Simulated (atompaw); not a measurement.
## hydrogen (H): PAW (atompaw) pseudisation with LDA (PW92), scalar-relativistic reference atom.

atompaw 4.2.0.5 input, output lines left out:

```
H 1
LDA-PW scalarrelativistic loggrid 1500 logderivrange -2 5 176
1 0 0 0 0 0
1 0 1
0 0 0
v
1
1.40 1.35 1.10 0.90
y
1.65
n
y
0.1
y
2.65
n
custom polynom gramschmidtortho sinc
2 0.5 vpsmatchnc
1.40
1.40
1.30
1.40
```

Poles of the logarithmic derivatives, all-electron (AE) and pseudo (PS). s: poles at 1.9 (AE) and 1.9 (PS) Ry. p: poles at no energy (AE) and no energy (PS) Ry. Test radius 1.40 bohr.

- Cutoffs needed: 12 Ry and 18 Ry (the cutoffs (Ry, on a coarse ladder) from which the occupation-weighted sum of valence levels, in a spherical-Bessel basis at the reference potential, stays within 10 and 1 mRy of its value at 400 Ry)
- Ghost test: no extra level below or beside the all-electron valence levels (s, p, d, f tested) (spherical-Bessel basis up to 400 Ry, 20 bohr box)
- Lowest eigenvalue of the overlap operator: 0.97 (s channel)
- Overlap eigenvalues printed by atompaw (projector basis): 0.0336, 8.94, 10.3, 1.79e+04
- Share of each valence orbital outside the PAW sphere: 1s 53 %
